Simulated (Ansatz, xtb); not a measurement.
**Relative energy of two structures of CH4NSn+**

Structure X: a singlet given by its coordinates. Structure Y: `C[NH+]=[Sn]`, a singlet. Both are isolated ions in the gas phase, relaxed with PBE0-D3(BJ)/def2-SVP.

X (Å):

```
atom    x (Å)    y (Å)    z (Å)
   C   0.3117   1.2089   0.8079
   N  -0.2408   0.5617  -0.3896
  Sn   1.9170   1.3447  -0.6842
   H  -0.2164   2.1246   1.1033
   H   0.4379   0.5317   1.6623
   H  -0.4385  -0.4375  -0.3151
   H  -1.0388   1.0241  -0.8281
```

Close contacts (Å): C1–N2 1.47, C1–Sn3 2.20, N2–Sn3 2.31, C1–H4 1.10, C1–H5 1.10, N2–H6 1.02, N2–H7 1.02.

Y (Å):

```yaml
atoms:
  - { symbol: C, position_ang: [-0.3905, -1.0407, 0.2046] }
  - { symbol: N, position_ang: [0.7849, -0.2303, -0.0889] }
  - { symbol: Sn, position_ang: [1.2879, 0.6621, -1.7955] }
  - { symbol: H, position_ang: [-1.0421, -1.1296, -0.6772] }
  - { symbol: H, position_ang: [-0.9818, -0.5905, 1.0178] }
  - { symbol: H, position_ang: [-0.0969, -2.0571, 0.5117] }
  - { symbol: H, position_ang: [1.4033, -0.1366, 0.7208] }
```

Quicker runs give these differences E(Y) − E(X): GFN2-xTB −0.634 eV; HF/STO-3G −0.282 eV (at GFN2-xTB geometries); r2SCAN-D4/def2-SVP −0.182 eV (at GFN2-xTB geometries).

Q: Estimate E(Y) − E(X) at the level CCSD(T)/def2-TZVP.

A: Calculated at CCSD(T)/def2-TZVP: E(Y) − E(X) = −0.244 eV, so structure Y lies lower.

The same difference at several levels:

```csv
level,geometry,E(Y) − E(X) (eV),departure from the last row (eV),"job, with rough time for the two"
GFN2-xTB,GFN2-xTB,−0.634,−0.390,"optimisation, 0.45 s"
HF/STO-3G,GFN2-xTB,−0.282,−0.038,"single point, 2.2 s"
r2SCAN-D4/def2-SVP,GFN2-xTB,−0.182,+0.062,"single point, 5.4 s"
PBE0-D3(BJ)/def2-SVP,PBE0-D3(BJ)/def2-SVP,−0.105,+0.139,"optimisation, 68 s"
HF/def2-TZVP,PBE0-D3(BJ)/def2-SVP,−0.305,−0.062,part of the CCSD(T) run
MP2/def2-TZVP,PBE0-D3(BJ)/def2-SVP,−0.239,+0.005,part of the CCSD(T) run
CCSD(T)/def2-TZVP,PBE0-D3(BJ)/def2-SVP,−0.244,,"single point, 2.2 min"
```

None of the levels shown reverses the order. The largest departure from CCSD(T)/def2-TZVP is that of GFN2-xTB, 0.390 eV.

With harmonic frequencies from PBE0-D3(BJ)/def2-SVP (ideal gas, rigid rotor, one conformer each, 400 K, 1 atm): the zero-point term adds −0.012 eV; ΔH is −0.246 and ΔG −0.283 eV.

The T1 diagnostic of structure Y is large, so the coupled-cluster value is less sure. The correlated steps freeze 6 core orbitals; the filled d shell of Sn is correlated, in a basis made for valence electrons. Atoms past krypton carry core potentials in the def2 sets, other sets are all-electron and non-relativistic, and no spin–orbit term is included. Programs: Ansatz 0.2.0, xtb 6.7.1; the last row on 1 thread of Intel(R) Xeon(R) Processor @ 2.50GHz (Skylake/Cascade Lake) on a shared host.
